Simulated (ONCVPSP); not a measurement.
**What one change does to a pseudopotential (Ag, ONCV)**

- Element: silver (Ag)
- Generator: ONCVPSP 4.0.1
- Type: optimised norm-conserving Vanderbilt (ONCV)
- Functional: PBEsol
- Relativity: scalar-relativistic
- Frozen core: [Ar] 3d10
- Valence charge: 19
- Reference configuration: 4s2 4p6 4d10 5s1
- Partial waves: 4s+5s: rc 1.25 bohr, ncon 3, nbas 8, qcut 10.6 1/bohr, 2 projectors; 4p: rc 1.15 bohr, ncon 4, nbas 8, qcut 7.5 1/bohr, 2 projectors, debl 1.4 Ha; 4d: rc 1.40 bohr, ncon 4, nbas 8, qcut 12.7 1/bohr, 2 projectors, debl 3.7 Ha
- Local potential: polynomial inside 1.15 bohr (lpopt 5, dvloc0 0 Ha)
- Core correction: Teter function, fcfact 5.5, rcfact 1.2

In the p channel the program set the typed energies aside and used -2.150, 0.250 Ha.

Change: s: rc 1.78.

Cutoffs: the cutoffs (Ha) at which the residual kinetic energy of the hardest occupied pseudo-wave falls to 1 and 0.1 mHa per electron; they do not see the model core or the augmentation charge, which bear on the density cutoff. Errors are all-electron minus pseudo energies relative to the spin-unpolarised reference configuration.

Question: What does the change do?

Answer: The potential gets neither clearly harder nor softer (76 Ha and 151 Ha → 76 Ha and 151 Ha); the p channel sets the loose cutoff, while the largest relative change is in s, which becomes softer; of the 4 tests that both files solve, the error grows in 2 and shrinks in 0 by more than 15 % and 0.3 meV (median size 2.2 → 2.7 meV); neither file shows a bound ghost.

```tsv
quantity	base	changed
cutoff, loose	76 Ha	76 Ha
cutoff, tight	151 Ha	151 Ha
loose cutoff by channel	s 39 Ha, p 76 Ha, d 38 Ha	s 29 Ha, p 76 Ha, d 38 Ha
bound ghosts	none	none
GHOST(+) flags under 300 eV	none	s at 258.2 eV
error for 4s2 4p6 4d10 5s0, meV [ΔE 7.75 eV]	-1.2	-1.7
error for 4s2 4p6 4d9 5s0, meV [ΔE 29.86 eV]	-3.1	-3.7
error for 4s2 4p6 4d8 5s0, meV [ΔE 66.04 eV]	-6.3	-7.2
error for 4s2 4p6 4d9 5s1, meV [ΔE 13.16 eV]	-0.8	-0.9
p: phases at 1.17 bohr within 0.05 rad from the reference energy up to (Ha; the scan ends near 5)	to the end of the scan	to the end of the scan
d: phases at 1.42 bohr within 0.05 rad from the reference energy up to (Ha; the scan ends near 5)	to the end of the scan	to the end of the scan
rms error of d²Exc/dni dnj with the model core, mHa	0.58	0.43
```
